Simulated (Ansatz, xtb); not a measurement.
**C4H11FSi: which of two conformers lies lower**

Structure I: `CC[Si](C)(C)F`, a singlet. Structure II: `CC[Si](C)(C)F`, a singlet. Both are isolated molecules in the gas phase, relaxed with B3LYP/6-31G*.

I (Å):

```xyz
17

C    -2.5939   -0.4956   -1.2862
C    -1.2393   -1.0920   -1.7146
C     0.5600    1.0890   -0.3953
C    -0.1034   -1.5153    1.1604
F     1.5118   -1.4674   -1.1698
Si    0.1900   -0.7497   -0.5321
H    -2.5451    0.5964   -1.1982
H    -2.9202   -0.8893   -0.3161
H    -3.3817   -0.7279   -2.0125
H    -0.9622   -0.7093   -2.7070
H    -1.3334   -2.1808   -1.8323
H    -0.2875    1.6357    0.0364
H     0.7725    1.5262   -1.3780
H     1.4310    1.2703    0.2453
H    -0.9752   -1.0688    1.6546
H    -0.2806   -2.5945    1.0836
H     0.7616   -1.3655    1.8171
```

II (Å):

```xyz
17

C    -1.6695    1.1589   -0.8796
C     1.4253    1.0754   -1.3042
C    -1.9433   -0.0610   -1.7786
C     0.0677    3.6311   -0.1826
F    -0.3108    2.7071   -2.8399
Si   -0.1221    2.1437   -1.3170
H    -2.5280    1.8448   -0.9113
H    -1.5859    0.8395    0.1701
H     1.6035    0.6503   -0.3084
H     2.3105    1.6613   -1.5781
H     1.3466    0.2427   -2.0123
H    -2.0593    0.2364   -2.8268
H    -2.8599   -0.5837   -1.4798
H    -1.1226   -0.7864   -1.7315
H     0.9363    4.2379   -0.4639
H    -0.8172    4.2770   -0.2216
H     0.2051    3.3176    0.8598
```

Energies in hartree; the thermal terms are from B3LYP/6-31G* harmonic frequencies (ideal gas, rigid rotor, one conformer each, 298.15 K, 1 atm) and include the zero-point energy:

```
                              I           II
E, CCSD(T)/def2-SVP  −547.022076  −547.022462
    E, MP2/def2-SVP  −546.925861  −546.926207
  E, MP2/def2-TZVPP  −547.556490  −547.556557
  zero-point energy     0.143479     0.143480
       H(298 K) − E     0.154085     0.154073
       G(298 K) − E     0.109284     0.109322
```

Correct the CCSD(T) difference for the basis set by the MP2 change, then work out ΔE, ΔE₀, ΔH and ΔG for I → II in kcal/mol (1 Eh = 627.51 kcal/mol) and the equilibrium ratio [II]/[I].

1. Differences II − I: CCSD(T) −0.000386, MP2 in the small set −0.000346, MP2 in the large set −0.000067 Eh.
2. ΔE = −0.000386 + (−0.000067 − (−0.000346)) = −0.000107 Eh = −0.07 kcal/mol.
3. ΔE₀ = ΔE + ΔZPE = −0.000107 + (+0.000001) Eh = −0.07 kcal/mol.
4. ΔH = ΔE + (−0.000012) Eh = −0.07 kcal/mol.
5. ΔG = ΔE + (+0.000038) Eh = −0.04 kcal/mol, so ΔS = (ΔH − ΔG)/T = −0.4 J/(mol K).
6. kT = 0.9442 mEh, so K = [II]/[I] = exp(−ΔG/kT) = exp(+0.07) ≈ 1.1.

The two are too close for this level to say which is favoured. An error of 1 kcal/mol in ΔG would change K by a factor of 5.4. Mirror images and further conformers aren't counted.

Other levels gave ΔE = −0.3 (B3LYP/6-31G*); −0.3 (HF/def2-SVP); −0.2 (MP2/def2-SVP); −0.2 (CCSD(T)/def2-SVP) kcal/mol. The correlated steps freeze 10 core orbitals. Programs: Ansatz 0.2.0.
